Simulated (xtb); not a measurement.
C2H7FSi2, SMILES F[SiH2]/C=C\[SiH3]. All values are semi-empirical tight-binding results from xtb (GFN2-xTB unless named), good for trends rather than for accurate numbers. Geometry optimised at GFN2-xTB. The structure was generated by enumeration; whether it is a known compound was not checked. One conformer was computed; it need not be the lowest.

Task: Estimate the properties. (An estimate is asked for; the answer gives what the named calculation found.)

Result: 
```json
{
  "orbital_gap": "3.60 eV",
  "dipole_moment": "1.77 D",
  "zero_point_energy": "46.5 kcal/mol",
  "G − E(el) at 298.15 K (modified RRHO)": "25.9 kcal/mol",
  "static polarisability (D4 model)": "84.6 bohr³",
  "solvation energy, GFN2-xTB/ALPB(water)": "0.7 kcal/mol",
  "solvation energy, GFN2-xTB/ALPB(toluene)": "-1.7 kcal/mol"
}
```
